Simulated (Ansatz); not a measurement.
Molecule: C₃H₉Si (charge 0, doublet). It need not be the lowest isomer of its formula. 
Geometry from a B3LYP-D3(BJ)/def2-TZVP (Ansatz, a quantum-chemistry and plane-wave program) optimisation:
```xyz
13

C     -0.8521     1.4972    -0.4999
Si     0.0757     0.1268     0.4047
C      1.7245    -0.2103    -0.4467
C     -0.9666    -1.4447     0.4429
H     -1.0560     1.1966    -1.5338
H     -1.8079     1.7151    -0.0204
H     -0.2706     2.4203    -0.5286
H      2.2834    -0.9962     0.0641
H      1.5567    -0.5348    -1.4798
H      2.3488     0.6844    -0.4745
H     -1.1720    -1.7866    -0.5777
H     -1.9243    -1.2757     0.9381
H     -0.4524    -2.2512     0.9685
```
Charge 0, spin multiplicity 2.

Wanted: atomisation energy (electronic, to ground-state atoms), in kJ/mol. Valence correlation only, unless marked. UHF or UKS for open shells. No spin-orbit coupling. Non-relativistic. The coupled-cluster limit lacks core correlation, which all-electron functionals hold. CBS(X,Y): correlation extrapolated as X^-3; Hartree-Fock from the larger set. [CCSD(T)-MP2]/basis is that difference in the basis named.

| level | program | atomisation energy (kJ/mol) |
|---|---|---|
| PBE-D4/def2-TZVPD | Ansatz + dftd4 | 4818.0 |
| BLYP-D4/def2-TZVPD | Ansatz + dftd4 | (withheld) |
| PBE0-D3(BJ)/def2-TZVPD | Ansatz + dftd3 | 4785.0 |
| CCSD/aug-cc-pV(D+d)Z | Ansatz | (withheld) |
| RI-MP2/CBS(cc-pV(T+d)Z,cc-pV(Q+d)Z)+[CCSD(T)-MP2]/cc-pV(T+d)Z | Ansatz | 4765.6 |

Q: Some entries are withheld; supply them.

A: 
- BLYP-D4/def2-TZVPD, atomisation energy (kJ/mol): 4731.9
- CCSD/aug-cc-pV(D+d)Z, atomisation energy (kJ/mol): 4427.3
